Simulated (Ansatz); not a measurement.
Basis-set extrapolation for C2H10B2Si, SMILES `BB(C)C[SiH3]` (PBE0-D4/def2-TZVP geometry, frozen core, Ansatz 0.2.0). Multiplicity 1, RHF reference.

```tsv
	def2-TZVPP	def2-QZVPP
HF	-419.890316	-419.905609
MP2 correlation	-0.680640	-0.724176
CCSD(T) correlation	-0.780254	not run
```

Energies in hartree. Use E(X) = E(∞) + A·exp(−7.88·√X) for Hartree–Fock and E(X) = E(∞) + B·X^(−2.97) for correlation, with X = 3 and 4, and add CCSD(T) minus MP2 of the smaller set to the MP2 limit.

Problem. What is the CCSD(T) energy at the basis-set limit?

Solution. HF limit: -419.905609 + (-0.015293) × 0.13774 = -419.90772. MP2 limit: -0.724176 + (-0.043536) × 0.74074 = -0.75642. Higher-order term: -0.780254 − (-0.680640) = -0.09961. Total: -420.76375 hartree, 244.6 kJ/mol below CCSD(T)/def2-TZVPP.
